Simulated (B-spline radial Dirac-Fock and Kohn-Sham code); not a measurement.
## 1s emission of Cu¹⁵⁺

System: copper as Cu¹⁵⁺ in the configuration [Ne] 3s2 3p2.

Input file task.json (cfg lists n, l and occupation; rrms is the nuclear radius in fm):

```json
{"items": [{
  "Z": 29,
  "q": 15,
  "cfg": [[1, 0, 2], [2, 0, 2], [2, 1, 6], [3, 0, 2], [3, 1, 2]],
  "A": 63,
  "rrms": 3.8823,
  "do": ["binding", "quiet", "decay"],
  "holes": ["K", "L1", "L2", "L3", "M1"]
}]}
```

Command: `python xray_run.py task.json out`

Method: one-electron (LDA, Dirac) transition rates at Dirac-Fock energies. Computed with a radial atomic solver.

```tsv
line	multipole	energy (eV)	rate (s⁻¹)	share (%)
K-L2	E1	8043.3	3.10e+14	31.8
K-L3	E1	8063.8	6.06e+14	62.1
K-M2	E1	9025.3	2.00e+13	2.05
K-M3	E1	9029.5	3.97e+13	4.06
```

The listed lines hold 100.0 % of the radiative rate. The radiative width is 0.642 eV in the length form and 0.662 eV in the velocity form; the two differ because the transition energies are not eigenvalue differences of the potential that gave the orbitals. Kα2/Kα1 is 0.512 and Kβ/Kα is 0.065.
